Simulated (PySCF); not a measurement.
## How methods differ on the ionisation energy of Cu²⁺

Cu²⁺ [Ar] 3d9 (2D) → Cu³⁺ [Ar] 3d8 (3F), as a difference of total energies. All numbers are calculated (PySCF 2.14, a scalar-relativistic core potential, in aug-cc-pV5Z-PP with ECP10MDF (8s8p7d5f4g3h2i, 197 functions)). Correlated levels: valence: 3s2 3p6 frozen. The calculations carry no spin-orbit coupling.

```tsv
method	ionisation energy (eV)	difference from reference (eV)
UHF	34.022	-2.819
LDA	37.980	+1.139
PBE	37.119	+0.278
PBE0	36.684	-0.157
r2SCAN	36.121	-0.720
MP2 (valence)	36.981	+0.140
SCS-MP2 (valence)	36.754	-0.087
```

Reference: 36.841 ± 0.012 eV (measured; NIST Atomic Spectra Database, ionization energies).

The reference lies between the lowest fine-structure levels, while these numbers refer to the centres of the terms.
